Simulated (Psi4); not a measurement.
Br$_{2}$Ge, charge -1, doublet, at a GFN2-xTB geometry (a state made from the parent by changing its charge; the spin is typed, not shown lowest) (a gas-phase anion, which may not be bound at this level). Base run: Psi4 with B3LYP/6-311G**.

Here is a job for Psi4.
```
memory 2 GB

molecule {
-1 2
Ge    0.01772041    0.00659318    1.06702307
Br    1.10832851   -1.68300099   -0.49594218
Br   -1.12453002    1.67697294   -0.47962177
}

set {
  basis 6-311g**
  reference uks
}

energy('b3lyp')
print_variables()
```

The base run was repeated with changes; each row names its change, and settings that it needs were set with it.

```
change                                        ΔE vs base (µEh)  SCF cycles  grid points  basis functions
--------------------------------------------  ----------------  ----------  -----------  ---------------
base                                                       0.0          10        63516              132
basis_guess = true                                         0.0           8        63516              132
damping_percentage = 20                                   -3.9          20        63516              132
scf_type = cd                                              237          10        63516              132
guess = modhuckel                                          0.0          10        63516              132
dft_spherical_points = 434                               -22.4          10        90502              132
guess = huckel                                             0.0          10        63516              132
scf_initial_accelerator = ediis                            0.0          10        63516              132
scf_type = dfdirj+link                                   -41.7          10        63516              132
dft_radial_points = 50                                   -7440          10        42765              132
cholesky_tolerance = 1e-6 (with scf_type cd)              66.5          10        63516              132
guess = sapgau                                             0.0          10        63516              132
scf_type = disk_df                                         0.0          10        63516              132
```

Open shells are given as the SCF converged; they aren't shown to be the lowest states, and a large step between rows can be another state.

A gas-phase anion may not be bound at this level; its values then depend on the basis.
